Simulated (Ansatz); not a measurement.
`[SiH3]OCCCl`, charge 0, multiplicity 1.

Problem. Give a relaxed structure at PBE0-D4/def2-TZVP (Ansatz 0.2.0). (An estimate is asked.)

Solution. The calculation gave: 
Z-matrix (Å, degrees):
```
Si
O 1 1.647
H 1 1.480 2 106.2
H 1 1.489 2 110.6 3 -120.0
H 1 1.489 2 110.6 3 120.0
C 2 1.409 1 122.7 3 180.0
C 6 1.510 2 107.5 1 -179.5
H 6 1.097 2 111.1 1 -59.5
H 6 1.097 2 111.1 1 60.6
Cl 7 1.777 6 109.9 2 -179.9
H 7 1.089 6 110.9 2 60.9
H 7 1.089 6 110.9 2 -60.8
```
Point group Cs.
This is one stationary point; other conformers may exist.
